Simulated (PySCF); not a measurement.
**Spinor energies of Cu²⁺ (copper, charge +2)**

Start: [Ar] 3d8 4s1; 3d3/2 filled at m_j = -1/2, +1/2, +3/2; 3d5/2 filled at m_j = -3/2, -1/2, +1/2, +3/2, +5/2; 4s1/2 filled at m_j = +1/2. Calculated with PySCF 2.14 in x2c-SVPall-2c with one added diffuse shell each of s, d type (6s5p4d1f, 48 functions): generalised Hartree-Fock with the X2C-1e Hamiltonian and a Gaussian nucleus; one run each with spin-orbit coupling (SO) switched off, then screened by Boettger's factors. This is a chosen level, not necessarily the ground level.

| spinor shell | electrons | ε, spin-free (eV) | ε, screened SO (eV) | weight of nominal j (screened SO) | rms radius, screened SO (bohr) |
| --- | --- | --- | --- | --- | --- |
| 1s1/2 | 2 | -9084.4 | -9084.3 | 1.000 | 0.0602 |
| 2s1/2 | 2 | -1173.4 | -1173.4 | 1.000 | 0.254 |
| 2p1/2 | 2 | -1014.4 | -1029.0 | 0.999 | 0.226 |
| 2p3/2 | 4 | -1014.4 | -1007.2 | 0.999 | 0.229 |
| 3s1/2 | 2 | -177.12 | -177.10 | 1.000 | 0.763 |
| 3p1/2 | 2 | -127.52 | -131.84 | 0.825 | 0.808 |
| 3p3/2 | 4 | -127.52 | -125.36 | 0.913 | 0.813 |
| 3d5/2 | 5 | -50.428 | -50.827 | 0.619 | 0.953 |
| 3d3/2 | 3 | -50.428 | -49.787 | 0.640 | 0.956 |
| 4s1/2 | 1 | -27.410 | -27.409 | 1.000 | 2.76 |

| quantity | spin-free | screened SO |
| --- | --- | --- |
| E (hartree) | -1651.70393 | -1651.74044 |
| M_J | 9/2 | 9/2 |
| ⟨J²⟩ | 24.753 | 24.753 |
| ⟨L²⟩ | 12.003 | 12.011 |
| ⟨S²⟩ | 3.750 | 3.749 |

Each row is a mean over spinors that exchange with the open shell spreads, by up to 11.806 eV (3p3/2).

Rows whose weight is well below 1 are mixtures of j = l ± 1/2: exchange outweighs spin-orbit coupling there, and the label is only the starting occupation.

Without spin-orbit coupling the j labels of p, d and f shells carry no meaning; the spin-free column gives the mean over the occupied spinors of each nl shell.
